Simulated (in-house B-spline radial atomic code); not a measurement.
The numbers below are computed, except where a source is named.
# What the choice of pseudopotential does to G0W0 on PBE0: Hg⁺

All numbers come from a B-spline radial code for spherical atoms, non-relativistic (model numbers for so heavy an element), configuration [Xe] 4f14 5d10 6s1, open shells at high spin. Semilocal Troullier-Martins pseudo-atoms, one channel per l, are made with PBE or LDA for several valence sets and radii, with or without a model core, and set against the all-electron atom. One channel fits only the lowest state of its l, so a second state of that l is approximate. All electrons give 6s up: PBE0 -13.246 eV, G0W0 -16.297 eV, 5d down: PBE0 -22.222 eV, G0W0 -26.674 eV. Potentials are made in the ion's own configuration unless the neutral atom is named, and a smooth local potential serves every l without a channel. Potentials that miss their own reference levels by more than 6 millihartree, or need radii over 3.5 bohr, are left out. Columns give pseudo minus all-electron, in eV; a dash marks a level in the core or of low weight.

| valence | made with | radii (bohr) | model core (bohr) | 6s up PBE0 | 6s up G0W0 | 5d down PBE0 | 5d down G0W0 |
| --- | --- | --- | --- | --- | --- | --- | --- |
| 5d 6s | LDA, neutral atom | s 2.00 p 2.70 d 0.92 | none | -0.34 | -0.72 | +0.67 | +2.26 |
| 5d 6s | PBE | s 3.14 p 3.40 d 1.50 | none | -0.28 | -0.65 | +0.85 | +2.78 |
| 5d 6s | PBE, neutral atom | s 2.03 p 2.77 d 0.92 | 1.02 | -0.34 | -0.71 | +1.25 | +2.89 |
| 5d 6s | LDA, neutral atom | s 2.25 p 3.04 d 1.04 | 1.02 | -0.36 | -0.72 | +1.25 | +2.96 |
| 5d 6s | PBE | s 2.42 p 3.01 d 1.15 | 1.02 | -0.34 | -0.69 | +1.23 | +3.01 |
| 5p 5d 6s | PBE, neutral atom | s 2.54 p 0.97 d 1.15 | none | -0.43 | -1.12 | +0.35 | +0.88 |
| 5p 5d 6s | PBE, neutral atom | s 3.30 p 1.26 d 1.50 | none | -0.53 | -1.44 | +0.40 | +1.14 |
| 5p 5d 6s | PBE, neutral atom | s 2.03 p 0.78 d 0.92 | 0.77 | -0.48 | -1.22 | +0.34 | +0.76 |
| 5p 5d 6s | LDA, neutral atom | s 2.25 p 0.87 d 1.04 | 0.77 | -0.51 | -1.22 | +0.41 | +0.89 |
| 5p 5d 6s | PBE, neutral atom | s 2.54 p 0.97 d 1.15 | 0.77 | -0.48 | -1.17 | +0.39 | +0.93 |
| 5p 5d 6s | PBE, neutral atom | s 3.30 p 1.26 d 1.50 | 0.77 | -0.54 | -1.44 | +0.42 | +1.16 |
| 5s 5p 5d 6s | PBE, neutral atom | s 0.91 p 0.97 d 1.15 | none | -0.25 | -0.31 | -0.05 | -0.15 |
| 5s 5p 4f 5d 6s | PBE, neutral atom | s 0.91 p 0.97 d 1.15 f 1.23 | none | -0.17 | -0.16 | -0.22 | -0.74 |
| 5s 5p 4f 5d 6s | PBE, neutral atom | s 1.04 p 1.11 d 1.32 f 1.41 | 0.56 | -0.06 | -0.03 | -0.25 | -0.83 |

**Question.** How does the G0W0 shift of 6s up, which all sets hold, depend on the valence set?

**Answer.** Mean size: 5s 5p 4f 5d 6s: 0.10 eV; 5s 5p 5d 6s: 0.31 eV; 5d 6s: 0.70 eV; 5p 5d 6s: 1.27 eV. A semicore state feels strong exchange with the other subshells of its n, so the gain is largest when that whole shell is in the valence. A larger valence set can do worse when it takes only part of a shell, whose exchange with the frozen rest is then left to the functional. The means mix radii and the functional used in making the potentials.
